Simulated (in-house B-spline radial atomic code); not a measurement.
Checks on a self-consistent run for an ion of nuclear charge 57.5 with 57 electrons, [Xe] 5d1 6s2. Method: Dirac-Hartree-Fock, average of configuration, Fermi nucleus of rms radius 4.855 fm. Calculated with a radial B-spline atomic code at the basis-set limit.

| orbital | q | ε (Eh) | <1/r> | <r²> | small-component weight |
| --- | --- | --- | --- | --- | --- |
| 1s1/2 | 2 | -1467.03879 | 62.675 | 0.000836827 | 0.045261 |
| 2s1/2 | 2 | -238.42587 | 14.7805 | 0.0132539 | 0.0098391 |
| 2p1/2 | 2 | -224.39603 | 14.7221 | 0.00976778 | 0.0098323 |
| 2p3/2 | 4 | -208.55720 | 13.3707 | 0.0110245 | 0.0092554 |
| 3s1/2 | 2 | -53.13795 | 5.34647 | 0.0899075 | 0.0030251 |
| 3p1/2 | 2 | -47.17915 | 5.24788 | 0.0850642 | 0.0029546 |
| 3p3/2 | 4 | -44.00509 | 4.9149 | 0.0924484 | 0.0028008 |
| 3d3/2 | 4 | -33.70623 | 4.76523 | 0.0759333 | 0.0026633 |
| 3d5/2 | 6 | -33.03585 | 4.68025 | 0.0780354 | 0.0026174 |
| 4s1/2 | 2 | -11.72037 | 2.19318 | 0.467107 | 0.00090788 |
| 4p1/2 | 2 | -9.42440 | 2.08784 | 0.500729 | 0.00084237 |
| 4p3/2 | 4 | -8.73749 | 1.98579 | 0.53904 | 0.0007978 |
| 4d3/2 | 4 | -4.89164 | 1.76401 | 0.645931 | 0.00065293 |
| 4d5/2 | 6 | -4.77015 | 1.73721 | 0.662011 | 0.00063949 |
| 5s1/2 | 2 | -2.06834 | 0.859579 | 2.62243 | 0.00019763 |
| 5p1/2 | 2 | -1.33895 | 0.766933 | 3.27188 | 0.0001618 |
| 5p3/2 | 4 | -1.22918 | 0.730533 | 3.55663 | 0.00014969 |
| 5d3/2 | 0.4 | -0.39620 | 0.498144 | 7.77902 | 7.2163e-05 |
| 5d5/2 | 0.6 | -0.38956 | 0.489841 | 8.00912 | 6.9862e-05 |
| 6s1/2 | 2 | -0.29082 | 0.293879 | 20.2048 | 2.5454e-05 |

Electron-electron repulsion V_ee = 3134.2774 hartree.

**Question.** What total energy follows from the eigenvalues?

**Answer.** The eigenvalues count the repulsion twice, so E = Σqε - V_ee = -5541.777 - 3134.277 = -8676.054 hartree; the run printed -8676.054.

**Question.** Does the Dirac virial theorem hold?

**Answer.** For a point nucleus E = -2c²Σq·w, with w the small-component weight. Here Σq·w = 0.23099 and c = 137.0360, so the ratio E/(-2c²Σq·w) is 1.000082; the finite nucleus accounts for the departure from 1.

**Question.** What diamagnetic shielding (Lamb formula) and susceptibility (Langevin formula) do the radii give?

**Answer.** σ = (α²/3)Σq<1/r> = 367.069/(3·137.036²) = 6515.6 ppm, and χ = -0.79199×10⁻⁶·Σq<r²> = -68.56×10⁻⁶ cm³/mol with Σq<r²> = 86.573 bohr². Both are non-relativistic formulas without the paramagnetism of open shells; for so heavy an element the full relativistic shielding is larger by tens of per cent.
